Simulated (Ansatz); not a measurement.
Cost and result for the atomization energy of AlH₆NSSi₂ (`[SiH3][SiH]1[NH][AlH][S]1`) (11 atoms, 11 bonds).

Cartesian coordinates in Å:
```
Si -1.793 0.462 0.895
Si 0.055 0.587 -0.537
N 1.548 0.047 0.163
Al 1.784 -1.358 -0.907
S -0.044 -0.960 -2.043
H -3.051 0.764 0.159
H -1.879 -0.909 1.468
H -1.662 1.436 2.016
H 0.136 1.935 -1.171
H 2.016 0.471 0.945
H 2.888 -2.473 -0.989
```

The species carries charge 0 and has multiplicity 1. All single points use the PBE0-D4/def2-TZVP geometry. Program: Ansatz. All runs use 4 threads of an INTEL XEON PLATINUM 8581C on a shared host. Times are those of one run each, without the atoms' runs, and a repeat can differ threefold. Electronic energies, without spin–orbit coupling; frozen cores. CCSD(T)/CBS adds CCSD(T) − MP2 in def2-TZVPP to the MP2 limit, and its time is that of the two runs behind it. T1 = 0.013. B3LYP takes the VWN-RPA correlation (the form of Gaussian; ORCA's B3LYP/G). HSE06 is the plane-wave form, built on full-range PBE exchange.

CCSD(T)/CBS is a level of theory with its own doubt, some kJ/mol a heavy atom from the limit and from the frozen cores, so smaller differences don't rank the functionals.

```json
{"level": "LDA (SPW92)/def2-TZVPP", "functions": "283", "wall time": "1.4 s"}
{"level": "CCSD(T)/def2-SVP", "functions": "116", "wall time": "3 s"}
{"level": "PBE0-D4/def2-TZVPP", "functions": "283", "wall time": "3.4 s"}
{"level": "BHLYP-D4/def2-TZVPP", "functions": "283", "wall time": "3.4 s"}
{"level": "HSE06-D4/def2-TZVPP", "functions": "283", "wall time": "3.7 s"}
{"level": "B3LYP-D4/def2-TZVPP (with forces)", "functions": "283", "wall time": "5 s"}
{"level": "PBE-QIDH/def2-TZVPP", "functions": "283", "wall time": "5.5 s"}
{"level": "B2PLYP/def2-TZVPP", "functions": "283", "wall time": "5.5 s"}
{"level": "B97M-V/def2-TZVPP", "functions": "283", "wall time": "6.5 s"}
{"level": "ωB97M-V/def2-TZVPP (with forces)", "functions": "283", "wall time": "10 s"}
{"level": "MP2/def2-QZVPP", "functions": "517", "wall time": "19 s"}
{"level": "CCSD(T)/def2-TZVPP", "functions": "283", "wall time": "82 s"}
{"level": "CCSD(T)/CBS(def2)", "functions": "–", "wall time": "100 s"}
```

Task: What atomization energy does each give, and how far from CCSD(T)/CBS? (Estimate.)

Result: Ansatz gave: 
| level | atomization (kJ/mol) | difference from CCSD(T)/CBS | per bond |
| --- | --- | --- | --- |
| LDA (SPW92)/def2-TZVPP | 3937.6 | 410.5 | 37.3 |
| CCSD(T)/def2-SVP | 3218.6 | -308.5 | -28.0 |
| PBE0-D4/def2-TZVPP | 3492.4 | -34.7 | -3.2 |
| BHLYP-D4/def2-TZVPP | 3447.0 | -80.1 | -7.3 |
| HSE06-D4/def2-TZVPP | 3494.2 | -32.9 | -3.0 |
| B3LYP-D4/def2-TZVPP (with forces) | 3503.8 | -23.3 | -2.1 |
| PBE-QIDH/def2-TZVPP | 3481.4 | -45.7 | -4.2 |
| B2PLYP/def2-TZVPP | 3454.8 | -72.3 | -6.6 |
| B97M-V/def2-TZVPP | 3568.3 | 41.2 | 3.7 |
| ωB97M-V/def2-TZVPP (with forces) | 3534.7 | 7.6 | 0.7 |
| MP2/def2-QZVPP | 3510.8 | -16.3 | -1.5 |
| CCSD(T)/def2-TZVPP | 3407.8 | -119.3 | -10.8 |
| CCSD(T)/CBS(def2) | 3527.1 | 0.0 | 0.0 |

From r2SCAN to r2SCAN0 (25 % exact exchange), in def2-TZVPP and without D4, the atomization energy moves by −44.8 kJ/mol: exact exchange takes away binding that semilocal exchange gives to molecules. Leaving LDA and LC-ωPBE aside and taking each functional with its dispersion term where it has one, the values spread over 121.3 kJ/mol, from BHLYP-D4 to B97M-V. LDA lies +450.8 kJ/mol from PBE without D4, its usual overbinding. The D4 term adds +56.2 kJ/mol with B3LYP and +29.6 kJ/mol with PBE0; it sums over pairs of atoms, weighted by their polarisabilities, and B3LYP, whose exchange is more repulsive, gets the larger term.
